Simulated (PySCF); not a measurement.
Bond length, frequency and bond energy of SnB⁻ by level of theory

State: ³Π (triplet), unpaired electrons σ ↑, π ↑. Set-up: PySCF, scalar-relativistic core potentials, basis sets Sn aug-cc-pVDZ-PP with ECP28, B aug-cc-pVDZ. De refers to Sn⁻ + B in their high-spin ground configurations, without counterpoise correction. The functionals are run spin-unrestricted. A positive dipole points towards B; it is taken about the centre of mass and depends on that origin. Levels whose curve was spin-contaminated or gave no clean fit are not listed.

```
       Level  Re (Å)  ωe (cm⁻¹)  De (eV)  μ (D)  CPU s a point (SCF and correlation, without the integrals)
        ROHF   2.122        623     0.83  -3.21                                                        0.24
   ROHF-CCSD   2.158        573     2.03    n/a                                                         n/a
ROHF-CCSD(T)   2.175        553     2.32    n/a                                                         9.5
         PBE   2.155        565     3.00  -4.04                                                        0.77
      r²SCAN   2.136        589     2.79  -3.73                                                        0.89
        PBE0   2.132        595     2.69  -3.91                                                         1.3
       B97-3   2.145        581     2.71  -4.02                                                        0.67
      M06-2X   2.149        569     2.29  -3.90                                                         1.2
      B2PLYP   2.141        620     2.59  -3.70                                                        0.76
```

The bond length runs from 2.122 Å (ROHF) to 2.175 Å (ROHF-CCSD(T)). De spans 0.83 eV (ROHF, mean field) to 3.00 eV (PBE, GGA). Correlation at CCSD(T) changes the Hartree–Fock bond energy by +1.49 eV; the triples alone change it by +0.29 eV.

Correlated steps freeze 5 core orbitals. Correlated levels converge slowly with the basis: in double zeta they bind strong bonds too weakly, by up to about 1 eV, and carry superposition errors of some tenths. Spin–orbit coupling is left out, which matters for elements this heavy, above all for dissociation energies. For an ion De counts to the pair picked by the measured ionisation energies or electron affinities, which need not be the lowest pair at this level. The highest Kohn–Sham level is positive in this anion. Much of that is self-interaction error, but it also means that the finite basis helps to hold the extra electron. B2PLYP dipoles, levels and charges come from its SCF part alone. The state is the lowest determinant that a PBE0 search found; another state may lie lower at other levels.

The whole job (state search and all levels along the bond) took about 3.6 min on 1 thread of Oxide Virtual Turin-like (shared host), peak memory 0.73 GiB.
